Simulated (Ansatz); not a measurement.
Computed with Ansatz on PBE0-D4/def2-TZVP structures; ΔE is electronic, products minus reactants. CCSD(T)/CBS adds triple-zeta CCSD(T) − MP2 to the extrapolated MP2 energy (def2 sets, frozen cores). This one scheme is used for every species. Functionals use def2-TZVPP. HSE06 is defined as in plane-wave codes. Elements past krypton have def2 core potentials. For Mo outer-core shells are correlated without core-valence functions, which leaves a few kJ/mol of doubt a bond. Each species was taken in one conformer, which may not be the lowest.

`[OH][Mo]([OH])([F])([F])=[S]` + H₂O → `[OH][Mo]([OH])([OH])([F])=[S]` + H–F  (formal hydrolysis of a Mo–F bond)

(1) Is it downhill or uphill in electronic energy at CCSD(T)/CBS, and by how much? (An estimate is asked.)

(2) What do these levels give: PBE-D4, r2SCAN-D4, B97M-V, r2SCANh-D4, HSE06-D4, B2PLYP, r2SCANh, r2SCAN0, HF/def2-SVP, CCSD/def2-SVP, MP2/def2-TZVPP, CCSD/CBS(def2)? (An estimate is asked.)

(3) What do rigid-rotor, harmonic-oscillator terms from PBE0-D4/def2-TZVP frequencies (298.15 K, 1 bar) make of the CCSD(T)/CBS value? (Estimate.)

Largest T1 diagnostic among the species: 0.025, so the coupled-cluster value is less sure than usual.

## Answers

(1) The calculation gave: Uphill: ΔE = +19.7 kJ/mol.

(2) The calculation gave: PBE-D4 27.8, r2SCAN-D4 29.6, B97M-V 32.8, r2SCANh-D4 28.0, HSE06-D4 24.6, B2PLYP 25.9, r2SCANh 28.7, r2SCAN0 26.5, HF/def2-SVP 27.0, CCSD/def2-SVP 21.9, MP2/def2-TZVPP 15.8, CCSD/CBS(def2) 20.8 kJ/mol.

(3) Computed: ΔZPE = -2.3 kJ/mol, ΔH = +17.6 kJ/mol, ΔS = -7 J/(mol·K), ΔG = +19.8 kJ/mol.

From PBE to PBE0 (25 % exact exchange), in def2-TZVPP and without D4, ΔE moves by −3.4 kJ/mol. In def2-TZVPP, CCSD(T) changes the Hartree–Fock value by −10.0 kJ/mol (the triples alone add −1.0 kJ/mol) and MP2 by −13.7 kJ/mol. The D4 term adds −3.9 kJ/mol with B3LYP and −2.2 kJ/mol with PBE0; it sums over pairs of atoms, weighted by their polarisabilities, and B3LYP, whose exchange is more repulsive, gets the larger term.

B3LYP here is the variant with VWN-RPA as its local correlation; programs differ in this.
